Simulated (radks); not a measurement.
Spherical jellium clusters: N electrons in a uniform positive sphere of charge N and radius rs N^(1/3), rs = 3.59 bohr. Calculated with a radial shooting solver with Libxc functionals: non-relativistic Kohn-Sham, PBEsol, spin-polarised, spherical densities. Levels are named by radial order and angular momentum (1s, 1p, 1d, 2s, ...), and open shells are averaged over m.

N = 20, configuration 1s2 1p6 1d10 2s2. This is the lowest configuration that the search found. Occupied and some empty levels:

level  occupation  eigenvalue (eV)  <r> (bohr)
1s              2          -5.6604       6.222
1p              6          -4.7518       7.268
1d             10          -3.5730       8.069
2s              2          -2.8995       6.809
1f              0          -2.2004       8.830
2p              0          -1.4852       8.705
1g              0         -0.71280       9.772

Energy (eV): total -36.8243, kinetic 40.867, external -1318.1, Hartree 649.34, exchange-correlation -79.123, background 670.18.

Electron density:

r (bohr)  n(r) (e/bohr^3)
1.11             0.006703
2.29             0.005826
3.48             0.005152
4.66             0.005179
5.85             0.005613
7.04             0.005505
8.22             0.004224
9.41             0.002336
10.6            0.0009353
11.8            0.0003067
13.0           0.00009052
14.2           0.00002614
15.3            7.363e-06
